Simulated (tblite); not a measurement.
C₆H₉FO₂Si.
Atom-mapped SMILES: `[CH3:1]/[CH:2]=[C:3]1/[SiH2:4][C@@H:5]([C:6](=[O:7])[OH:8])[C@@H:9]1[F:10]` (hydrogens: H11, H12, H13 on C1; H14 on C2; H15, H16 on Si4; H17 on C5; H18 on O8; H19 on C9)

Computed geometry: GFN2-xTB, gas phase.

Q: What internal coordinates does the optimisation give?

A: 
```tsv
bond	length (Å)
C1–C2	1.489
C2=C3	1.328
C3–Si4	1.884
Si4–C5	1.943
C5–C6	1.473
C6=O7	1.207
C6–O8	1.347
C5–C9	1.534
C9–F10	1.379
C3–C9	1.516
C1–H11, C1–H12, C1–H13	1.088
C2–H14	1.083
Si4–H15	1.460
Si4–H16	1.460
C5–H17	1.087
O8–H18	0.970
C9–H19	1.097
```

Bonds in one row agree within 0.01 Å and their mean is given. A selection of angles:
```tsv
angle	degrees
C1–C2–C3	125.4
C2–C3–Si4	138.0
C2–C3–C9	128.2
Si4–C3–C9	93.8
C3–Si4–C5	75.0
Si4–C5–C6	113.9
Si4–C5–C9	90.9
C6–C5–C9	114.8
C5–C6–O7	125.7
C5–C6–O8	112.3
O7–C6–O8	121.9
C5–C9–F10	112.1
C3–C9–C5	99.6
C3–C9–F10	113.8
H18–O8–C6	109.9
```

Torsions: C1–C2–C3–Si4 178° (antiperiplanar); C2–C3–Si4–C5 -172° (antiperiplanar); C3–Si4–C5–C6 -123° (anticlinal); Si4–C5–C6–O7 81° (synclinal); Si4–C5–C9–F10 127° (anticlinal); C2–C3–C9–C5 171° (antiperiplanar); H18–O8–C6–C5 178° (antiperiplanar).

The C–C distances run from 1.328 Å (C2=C3, drawn double) to 1.534 Å (C5–C9, drawn single), a spread of 0.206 Å. O8 (acid hydroxyl oxygen) is bent (angle 109.9°). The 2 C–Si bonds span 1.884 Å (C3–Si4, drawn single) to 1.943 Å (Si4–C5, drawn single), a spread of 0.059 Å. Si4 (SiH2 silicon) has angles from 75.0° to 119.4°. The 2 C–O bonds span 1.207 Å (C6=O7, drawn double) to 1.347 Å (C6–O8, drawn single), a spread of 0.140 Å. The 4-membered ring C3–Si4–C5–C9 has internal angles of 75.0° to 99.6° (sum 359°, against 360° for a flat polygon); it is slightly puckered (a soft mode that the optimisation may not have finished), 0.04 Å rms from its mean plane, widest ring torsion 7°. Of the pairs four or more bonds apart, O7···H19 is among the closest relative to their van der Waals radii: 2.45 Å, 90 % of the sum of Bondi's values.

Point group: C1 (no symmetry element, even within 0.4 Å). Its GFN2-xTB frequencies are all real (lowest 33 cm⁻¹). The numbers are those of one conformer (Si4–C5–C6–O7 81°, C5–C6–O8–H 178°). 3 starts were optimised and ended at 0.00, 0.97 and 0.98 kcal/mol (GFN2-xTB); the lowest of these is shown.

Time: 1.1 s of wall time. Hardware: one thread, Arm Neoverse V1 (aarch64), no GPU, on a shared host. That covers the optimisation of the geometry.
